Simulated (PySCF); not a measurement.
Here is a job for PySCF.
```python
from pyscf import gto, scf, dft

mol = gto.Mole()
mol.atom = '''
    Te   -0.068246   -0.051895    0.739223
    Cl    1.149156    1.355091   -1.200721
    Cl   -0.940405   -1.196353   -1.060433
'''
mol.basis = 'def2-svp'
mol.ecp = {'Te': 'def2-svp'}
mol.charge = 1
mol.spin = 3
mol.verbose = 4
mol.build()

mf = dft.UKS(mol)
mf.xc = 'm062x'
mf.kernel()
```

Question: What is the computed number of basis functions (M062X/def2-SVP in PySCF)?

Answer: 62

Question: Give the total energy at the level M062X/def2-SVP.

Answer: -1187.6311 Eh

These values belong to the state on which the SCF converged, which isn't shown to be the lowest.
